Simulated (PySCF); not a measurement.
# Finite-field polarisability of Be (beryllium, neutral)

[He] 2s2, closed-shell 1S. All numbers are calculated (PySCF 2.14, the non-relativistic Hamiltonian (point nucleus), in def2-TZVPPD (5s4p1d, 22 functions)). Frozen: 1s2. Energy changes in a uniform field (μhartree):

```tsv
axis	F (au)	HF	MP2	CCSD	CCSD(T)
x	0.0021	-100.488	-92.299	-80.926	-80.926
x	0.0042	-402.043	-369.297	-323.834	-323.834
```

(1) Derive α along x at CCSD(T) from the two fields.

(2) And the mean polarisability at each level?

Answers

(1) With ΔE = −αF²/2 − γF⁴/24, α = −(16 ΔE(F) − ΔE(2F))/(6F²) = 36.70 bohr³.

(2) HF 45.57, MP2 41.85, CCSD 36.70, CCSD(T) 36.70 bohr³. Reference: 37.74 ± 0.03 bohr³ (recommended; Schwerdtfeger and Nagle, table of static dipole polarizabilities (2023 update)).
